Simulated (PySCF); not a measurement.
System: sum formula H$_{5}$SiO$_{2}$ (charge +1, singlet). It need not be the lowest isomer of its formula. 
Geometry from a B3LYP-D3(BJ)/def2-TZVP (Ansatz) optimisation:
```xyz
8

Si    -0.2232    -0.5119     0.1012
O     -0.8099     1.2247    -0.1437
O      1.3603    -0.4893    -0.1040
H     -0.8945    -1.1197    -1.0409
H     -0.7360    -0.7009     1.4592
H     -0.7781     1.6723    -1.0069
H      2.0384    -0.4386     0.5776
H     -0.9085     1.8698     0.5767
```
Charge +1, spin multiplicity 1.

Dispersion corrections to the total energy (kcal/mol) from the dftd3 and dftd4 libraries through PySCF: D3(BJ) without and D4 with the three-body term, each with the damping fitted for the functional named.

```csv
functional,D3(BJ),D4
revPBE,-6.73,___
TPSSh,-3.00,-2.44
CAM-B3LYP,___,-1.66
BHLYP,-3.62,-2.36
BP86,-4.13,-2.61
r2SCAN,-0.70,-0.46
B3LYP,-4.60,___
```

Problem. What belongs in the gaps?

Solution. 
- revPBE, D4: -6.64
- CAM-B3LYP, D3(BJ): -1.99
- B3LYP, D4: -3.24
